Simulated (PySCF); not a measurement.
Work out the structure from these simulated measurements.

Formula: C6H19NSi2.

- NMR, other nuclei: isotropic shieldings of nuclei other than C and H, by class: 220 (1 N), 356 (2 Si) ppm [GIAO KT2/pcSseg-1]
- Rotational structure: rotational constants A, B, C: 1.615, 0.664, 0.659 GHz [PBE0-D3(BJ)/def2-SVP]
- 13C NMR: chemical shifts (computed TMS as zero) by class: 2.9 (6 C) ppm [GIAO KT2/pcSseg-1]
- 1H NMR: chemical shifts (computed TMS as zero) by class: 0.09 (18 H), -0.18 (1 H) ppm [GIAO KT2/pcSseg-1]
- Dipole: 0.47 D [KT2/pcSseg-1]

Gas-phase values; electronic properties from PySCF, density fitting. Levels stand in brackets. Geometry: PBE0-D3(BJ)/def2-SVP; no solvent, vibrations or thermal averaging. NMR classes are plain means over equivalent atoms (diastereotopic ones count apart unless rotation or inversion swaps them), as if these changed places fast.

Question: Give a SMILES that accounts for the data.

Answer: Numbering: `[CH3:1][Si:2]([CH3:3])([CH3:4])[NH:5][Si:6]([CH3:7])([CH3:8])[CH3:9]`. Its formula, C6H19NSi2, gives 0 degrees of unsaturation, so no ring and no π bond. 6 carbons fall into 1 class: Si-methyl carbon [C1/C3/C4/C7/C8/C9] (2.9 ppm, 6 C, up to 3.7 ppm apart in this geometry). Hydrogen classes from least to most shielded: 18 H on 6 Si-methyl carbons, C1/C3/C4/C7/C8/C9 (0.09 ppm), 1 H on a nitrogen bridging silicon atoms, N5 (-0.18 ppm). The other shieldings belong to: 220 ppm, nitrogen bridging silicon atoms [N5]; 356 ppm, four-coordinate silicon [Si2/Si6]. By its constants the optimised geometry is a nearly prolate symmetric top. Structure: hexamethyldisilazane, `C[Si](C)(C)N[Si](C)(C)C`. The assignments are read from this structure; whether some other isomer fits the data as well wasn't checked.

Shape of the structure used: `[CH3:1][Si:2]([CH3:3])([CH3:4])[NH:5][Si:6]([CH3:7])([CH3:8])[CH3:9]`: C1–Si2–N5–Si6 82°, Si2–N5–Si6–C7 78°.
